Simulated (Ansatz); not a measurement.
System: SiNH₃S, charge 0, singlet. SiNH3S (SMILES N[Si]S).
B3LYP-D3(BJ)/def2-TZVP minimum from Ansatz (a quantum-chemistry and plane-wave program):
```xyz
6

Si    -0.0926    -0.6286     0.7098
N      1.2855    -1.1191    -0.1840
H      1.8078    -1.9352     0.0960
H      1.6790    -0.6827    -1.0055
S     -0.5953     1.1132    -0.4990
H     -1.6634     1.4419     0.2443
```
Charge 0, spin multiplicity 1.

Hartree-Fock and MP2 correlation energies in hartree (Ansatz). UHF or UKS for unpaired electrons; spin-orbit terms are left out. Correlated methods leave the cores frozen. No relativity.

```csv
basis,X,E(HF),"E(corr, MP2)"
cc-pV(T+d)Z,3,-742.75489,-0.49529
cc-pV(Q+d)Z,4,-742.76567,-0.53401
cc-pV(5+d)Z,5,-742.76805,withheld
```

Q: Fit E(corr) = E∞ + A/X³ to X = 3 and 4, predict X = 5, and compare with the run.

A: A = (-0.49529 - (-0.53401))/(1/27 - 1/64) = 1.8083; E∞ = -0.53401 - A/64 = -0.56227; at X = 5, E∞ + A/125 = -0.54780. The run gave -0.55013, 2.33 mEh below the prediction. The same form on X = 4 and 5 gives E∞ = -0.56704, 4.78 mEh below the first estimate.
